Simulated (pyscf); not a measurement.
**H₃C–SnH₃, singlet**

Gas-phase minimum from PySCF at ωB97X-D3(BJ)/def2-SVP, one conformer. 

```xyz
8

C     -0.5495    -0.8862    -0.2938
Sn    -0.9741    -0.3470    -2.3241
H     -1.1120    -1.7892    -0.0152
H      0.5247    -1.0872    -0.1710
H     -0.8356    -0.0687     0.3840
H     -2.6464    -0.0358    -2.5113
H     -0.5269    -1.6210    -3.3755
H     -0.0978     1.0587    -2.7536
```
Charge 0, spin multiplicity 1.

Bond lengths (Å): C1–Sn2 2.143, C1–H3 1.100, C1–H4 1.100, C1–H5 1.100, Sn2–H6 1.711, Sn2–H7 1.711, Sn2–H8 1.711. Angles (°): Sn2–C1–H3 110.2, Sn2–C1–H4 110.2, Sn2–C1–H5 110.2, H3–C1–H4 108.7, H3–C1–H5 108.7, H4–C1–H5 108.7, C1–Sn2–H6 110.1, C1–Sn2–H7 110.1, C1–Sn2–H8 110.1, H6–Sn2–H7 108.9, H6–Sn2–H8 108.9, H7–Sn2–H8 108.9.

Properties at ωB97X-D3(BJ)/def2-SVP:

- Harmonic wavenumbers, unscaled = 119, 421, 421, 549, 726, 752, 752, 801, 801, 1245, 1450, 1450, 1960, 1960, 1968, 3082, 3195, 3195 cm⁻¹
- Zero-point energy = 35.5 kcal/mol
- Rotational symmetry number = 3
- Entropy of this conformer at 298 K and 1 atm, rigid rotor and harmonic oscillator, modes under 100 cm⁻¹ raised to 100 = 283.3 J/(mol K)
- Dipole moment = 0.71 D

Single-point totals, which compare only within one level (frozen core for MP2 and CC):

```
level                   total energy (hartree)
----------------------  ----------------------
ωB97X-D3(BJ)/def2-TZVP              -256.11661
PBE/def2-TZVP                       -255.92720
r²SCAN/def2-TZVP                    -256.05188
B3LYP-D3(BJ)/def2-TZVP              -256.09278
PBE0-D3(BJ)/def2-TZVP               -255.95521
M06-2X/def2-TZVP                    -255.89802
ωB97M-D3(BJ)/def2-TZVP              -256.04626
HF/def2-TZVPP                       -254.69995
MP2/def2-TZVPP                      -255.22826
CCSD/def2-TZVPP                     -255.25397
CCSD(T)/def2-TZVPP                  -255.27034
```

Soft torsions are taken as harmonic, which can shift the entropy by several J/(mol K). The CCSD(T) − MP2 part came from Ansatz, without density fitting, on the same reference. The frozen core leaves the outer d or s,p core shells of the metals and heavy elements correlated in the MP2 and CC values, and def2-TZVPP describes them poorly, so these totals are far from the basis limit. Elements past Kr carry the def2 core potentials, without spin-orbit coupling.
